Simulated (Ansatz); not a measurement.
Basis-set series for C2H10BNSi (`CB(C)[SiH2]N`). The species carries charge 0 and has multiplicity 1. Geometry: relaxed with PBE0-D4/def2-TZVP. It is one conformer, not always the lowest.

Cartesian coordinates in Å:
```
C -1.343 0.987 -0.466
B 0.068 0.598 0.080
C 1.076 1.712 0.511
Si 0.627 -1.344 0.271
N -0.384 -2.591 -0.384
H -1.414 2.003 -0.866
H -2.003 0.961 0.418
H -1.776 0.277 -1.174
H 1.836 1.413 1.236
H 1.621 1.968 -0.412
H 0.598 2.640 0.842
H 1.968 -1.529 -0.363
H 0.788 -1.614 1.735
H -1.331 -2.689 -0.057
H -0.332 -2.792 -1.370
```

```
functional       basis  functions  energy (Eh)  HOMO (eV)  LUMO (eV)
   PBE0-D4  def2-TZVPP        306   -451.09987      -6.52      -1.13
   PBE0-D4  def2-QZVPP        598   -451.11979      -6.56      -1.16
   ωB97M-V  def2-TZVPP        306   -451.29958      -8.73       0.83
   ωB97M-V  def2-QZVPP        598   -451.31849      -8.76       0.78
```

Q: Give the rows for def2-SVP. (Best estimate.)

A: Computed: 
```csv
functional,basis,functions,energy (Eh),HOMO (eV),LUMO (eV)
PBE0-D4,def2-SVP,124,-450.81357,-6.33,-1.02
ωB97M-V,def2-SVP,124,-451.00154,-8.53,1.00
```

Positive LUMOs are unbound and depend on the basis.
